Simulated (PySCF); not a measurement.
Gas-phase reaction: GeHF3 + 2 H ⇌ GeH3F + 2 F, at 1800 K and a standard pressure of 1 bar. Level: PBE0/def2-QZVP†.

Computed with PySCF and rigid-rotor harmonic-oscillator thermochemistry at 1 bar. † marks an energy on the PBE0/def2-TZVP geometry and frequencies. Open shells (unrestricted): H (multiplicity 2), F (multiplicity 2, electronic degeneracy 6); the rest are closed-shell singlets. Spin-orbit splitting is ignored; it lowers the true energy and changes the entropy of F. Ge: all electrons, no relativistic terms. GeHF3: computed as isolated molecules; such fragments, hydroxides, amides, oligomers or adducts are transient or little studied in the gas. The harmonic model lacks anharmonicity and excited electronic states, which grow with temperature; levels with a mode under 35 cm⁻¹ are left out.

| species | E (Ha) | H(1800 K) − E (kJ/mol) | S°(1800 K) (J/mol/K) |
|---|---|---|---|
| GeHF3 | -2376.90151 | 200.7 | 461.0 |
| H | -0.50131 | 37.4 | 152.1 |
| GeH3F | -2178.40612 | 208.3 | 395.0 |
| F | -99.68127 | 37.4 | 197.8 |
E: electronic energy; H − E holds the zero-point and thermal terms. 1 Ha = 2625.5 kJ/mol.

Work out ΔH°, ΔS°, ΔG° and log10 K from these numbers.

1. ΔE = 1×(-2178.40612) + 2×(-99.68127) − 1×(-2376.90151) − 2×(-0.50131) = 0.13547 Ha = 355.7 kJ.
2. Δ(H − E) = 1×(208.3) + 2×(37.4) − 1×(200.7) − 2×(37.4) = 7.6 kJ, so ΔH° = 363.3 kJ.
3. ΔS° = 1×(395.0) + 2×(197.8) − 1×(461.0) − 2×(152.1) = 25.4 J/K; the number of gas molecules stays the same.
4. ΔG° = ΔH° − TΔS° = 363.3 − 1800×(25.4)/1000 = 317.6 kJ.
5. log10 K = −ΔG°/(RT ln 10) = -9.22, with RT ln 10 = 34.46 kJ/mol; at standard pressures the reactants are favoured.
6. A shift of 10 kJ in ΔE would move log10 K by 0.29 here.
For scale, ΔH°(298 K) is 379 kJ at this level, 381 kJ at ωB97M-V/def2-TZVP†, and runs from 210 to 513 kJ over the 20 levels computed.
